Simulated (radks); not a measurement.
Values are calculated unless marked as measured or tabulated.
Ionisation of neutral osmium, [Xe] 4f14 5d6 6s2, to [Xe] 4f14 5d6 6s1 as the strength of local exchange is varied. Level of theory: scalar-relativistic Kohn-Sham, Slater X-alpha exchange (alpha = 2/3 is LDA exchange), no correlation, spin-unpolarised, spherical densities, finite nucleus; Fermi nuclear charge, rms radius 5.4126 fm (a radial shooting solver on a logarithmic mesh with Libxc functionals).

| alpha | E(Os) (hartree) | exchange (hartree) | IE (eV) | -e of the level emptied (eV) | <r> of it (bohr) |
|---|---|---|---|---|---|
| 0.654 | -17226.9069 | -314.1343 | 8.700 | 5.278 (6s) | 3.025 |
| 0.667 | -17233.1849 | -320.5036 | 8.792 | 5.361 (6s) | 3.016 |
| 0.766 | -17281.0742 | -369.1676 | 9.508 | 6.012 (6s) | 2.948 |
| 0.797 | -17296.0990 | -384.4636 | 9.738 | 6.223 (6s) | 2.927 |
| 0.919 | -17355.3642 | -444.9276 | 10.669 | 7.084 (6s) | 2.848 |
| 0.939 | -17365.1003 | -454.8803 | 10.825 | 7.229 (6s) | 2.836 |
| 0.966 | -17378.2533 | -468.3346 | 11.038 | 7.428 (6s) | 2.819 |
| 1.013 | -17401.1743 | -491.8046 | 11.413 | 7.779 (6s) | 2.791 |

NIST Atomic Spectra Database: 8.438 eV (measured). The central value is not met in this range of alpha. Spin polarisation and multiplet splitting are left out, so open shells lie too high by an amount that depends on their filling. Spin-orbit splitting is averaged out at the scalar-relativistic level.

Beside tabulated values, note that spin-unpolarised runs miss the spin-polarisation part of the exchange energy of open shells.
